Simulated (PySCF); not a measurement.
In(OH)(SH)2 (H3InOS2), SMILES [OH][In]([SH])[SH].

Geometry optimised at PBE-D3(BJ)/def2-SVP. The def2 effective core potentials stand for the cores of In; spin–orbit coupling is left out. The values are those of a single conformer.

The numbers are results of PySCF with PBE-D3(BJ)/def2-SVP, not measurements.

Frequencies are harmonic and unscaled.

```csv
mode,ν (cm⁻¹),IR (km/mol),moving atoms (share of kinetic energy)
1,73,4.5,"S 72 %, In 20 %"
2,97,2.1,"H 42 %, In 24 %, O 23 %, S 11 %"
3,106,15.0,"O 64 %, S 16 %, In 11 %, H 10 %"
4,106,8.0,"H 58 %, S 19 %, In 15 %, O 9 %"
5,199,5.1,H 95 %
6,224,111.8,H 92 %
7,312,5.1,"S 87 %, In 8 %"
8,356,40.1,"S 68 %, In 29 %"
9,574,56.7,"O 85 %, In 13 %"
10,629,9.8,H 95 %
11,668,6.6,H 94 %
12,805,75.5,H 93 %
13,2613,2.3,H 97 %
14,2614,2.3,H 97 %
15,3707,43.5,H 94 %
```
